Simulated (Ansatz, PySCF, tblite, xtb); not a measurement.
Potential energy curve for OH (cation, charge +1), triplet.

Methods: UHF/6-31G* = unrestricted Hartree-Fock/6-31G*, spherical d (PySCF 2.14.0); GFN2-xTB, 300 K electronic temperature (tblite); GFN1-xTB (xtb); FCI = full CI/cc-pVTZ, frozen core run with Ansatz (a quantum-chemistry and plane-wave program).

Energies relative to the lowest point of each curve near equilibrium, in kcal/mol; the last columns give the difference from FCI:

```tsv
R / Å	UHF/6-31G*	GFN2-xTB	GFN1-xTB	FCI	UHF/6-31G* − FCI	GFN2-xTB − FCI	GFN1-xTB − FCI
0.79	39.6	38.1	40.7	41.7	-2.0	-3.6	-1.0
0.82	27.3	26.8	29.0	29.4	-2.1	-2.5	-0.4
0.87	13.0	13.9	15.3	14.9	-1.9	-1.0	0.4
0.94	2.6	4.2	4.8	4.0	-1.3	0.2	0.8
0.96	1.2	2.6	3.1	2.3	-1.1	0.4	0.8
0.99	0.0	1.1	1.3	0.7	-0.7	0.4	0.6
1.04	0.0	0.0	0.0	0.0	0.0	0.0	0.0
1.06	0.6	0.0	0.0	0.3	0.3	-0.3	-0.3
1.11	3.0	0.8	0.8	2.0	1.0	-1.2	-1.2
1.15	5.8	2.1	2.2	4.3	1.5	-2.2	-2.1
1.21	10.8	4.7	5.2	8.6	2.3	-3.8	-3.4
1.28	17.4	8.7	9.5	14.4	2.9	-5.8	-5.0
1.37	26.0	14.5	15.5	22.6	3.4	-8.1	-7.1
1.54	40.7	26.7	26.7	38.0	2.7	-11.3	-11.3
1.74	53.6	40.6	38.1	54.3	-0.7	-13.7	-16.2
1.87	59.9	48.6	44.1	63.5	-3.5	-14.9	-19.4
2.08	67.4	59.4	51.5	76.0	-8.6	-16.6	-24.5
2.29	72.5	67.4	56.6	86.1	-13.6	-18.6	-29.5
2.54	76.1	74.0	60.5	95.4	-19.3	-21.4	-34.8
2.82	78.2	—	63.2	103.0	-24.8	—	-39.8
3.11	79.3	—	64.6	108.5	-29.2	—	-43.8
3.57	79.9	—	—	113.4	-33.5	—	—
4.17	—	—	—	115.6	—	—	—
```

UHF/6-31G* is furthest from FCI at 3.57 (-33.5 kcal/mol, below); its mean absolute difference over the points is 7.1 kcal/mol.

GFN2-xTB is furthest from FCI at 2.54 (-21.4 kcal/mol, below); its mean absolute difference over the points is 6.6 kcal/mol.

GFN1-xTB is furthest from FCI at 3.11 (-43.8 kcal/mol, below); its mean absolute difference over the points is 11.5 kcal/mol.

Dashes: no converged value, or the column stops at the first point that the program doubted or that broke a chosen test of continuity, which isn't proof of a fault.

The unrestricted solution behind UHF/6-31G* changes between 3.57 and 4.17 Å, which can leave a kink. The unrestricted determinant behind UHF/6-31G* is spin-contaminated at 1.54 to 3.57 Å (<S²> up to 3.0, against 2.00 for a pure triplet).
